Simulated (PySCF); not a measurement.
# Highest orbital energy against ionisation energy along group 14

Calculated with PySCF 2.14, no spin-orbit coupling. Each cell gives −ε(HOMO) / ΔSCF in eV; NIST values include spin-orbit coupling, (s) semi-empirical, (t) theoretical.

| species | UHF | LDA | PBE | PBE0 | r2SCAN | NIST (lowest levels) |
| --- | --- | --- | --- | --- | --- | --- |
| C²⁺ (aug-cc-pVTZ, non-relativistic) | 46.096 / 45.787 | 40.146 / 46.947 | 40.349 / 47.104 | 42.029 / 47.042 | 40.662 / 46.622 | 47.888 |
| Si²⁺ (aug-cc-pV(T+d)Z, non-relativistic) | 32.162 / 31.959 | 28.595 / 33.520 | 28.469 / 33.381 | 29.625 / 33.245 | 28.645 / 32.867 | 33.493 |
| Ge²⁺ (aug-cc-pVTZ-PP with ECP10MDF, ECP) | 32.445 / 32.193 | 29.576 / 34.765 | 29.142 / 34.301 | 30.196 / 33.959 | 29.517 / 34.026 | 34.058 |
| Sn²⁺ (aug-cc-pVTZ-PP with ECP28MDF, ECP) | 28.789 / 28.537 | 26.621 / 31.280 | 26.171 / 30.791 | 27.060 / 30.421 | 26.379 / 30.455 | 30.506 |
| Pb²⁺ (aug-cc-pVTZ-PP with ECP60MDF, ECP) | 30.103 / 29.771 | 27.840 / 32.614 | 27.388 / 32.102 | 28.331 / 31.754 | 27.578 / 31.847 | 31.937 |

How far is −ε(HOMO) from ΔSCF on average for each method, and why?

UHF 0.27 eV; LDA -5.27 eV; PBE -5.23 eV; PBE0 -3.84 eV; r2SCAN -4.61 eV. Hartree-Fock orbital energies lack relaxation and so exceed the ΔSCF value; semilocal functionals have convex E(N) from self-interaction, so their HOMO lies far too high; exact exchange moves hybrids part of the way back.
